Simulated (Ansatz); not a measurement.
Gas-phase electronic energies from Ansatz, PBE0-D4/def2-TZVP geometries. CCSD(T)/CBS is the MP2 limit (def2-TZVPP, def2-QZVPP) plus CCSD(T) − MP2 in def2-TZVPP, frozen cores. This one scheme is used for every species. DFT in def2-TZVPP. B3LYP here is the variant with VWN-RPA as its local correlation; programs differ in this.

Reaction (silylene loss): `F[CH]1[CH2][Al]1[SiH3]` → `F[CH]1[CH2][AlH]1` + `[SiH2]`

```
             level  ΔE (kJ/mol)
          B3LYP-D4        249.5
           ωB97M-V        242.7
             B3LYP        241.3
    MP2/def2-TZVPP        261.6
SCS-MP2/def2-TZVPP        249.3
   CCSD/def2-TZVPP        243.3
     HF/def2-QZVPP        228.7
    CCSD/CBS(def2)        247.6
```

**Question.** What does CCSD(T)/CBS give? (An estimate is asked.)

**Answer.** The calculation gave: +253.5 kJ/mol. The listed levels differ from it by -4.0, -10.8, -12.2, 8.1, -4.2, -10.2, -24.8, -5.9 kJ/mol.

Largest T1 diagnostic among the species: 0.014.

From PBE to PBE0 (25 % exact exchange), in def2-TZVPP and without D4, ΔE moves by +4.6 kJ/mol. In def2-TZVPP, CCSD(T) changes the Hartree–Fock value by +20.4 kJ/mol (the triples alone add +5.9 kJ/mol) and MP2 by +32.8 kJ/mol. The D4 term adds +8.3 kJ/mol with B3LYP and +4.7 kJ/mol with PBE0; it sums over pairs of atoms, weighted by their polarisabilities, and B3LYP, whose exchange is more repulsive, gets the larger term.
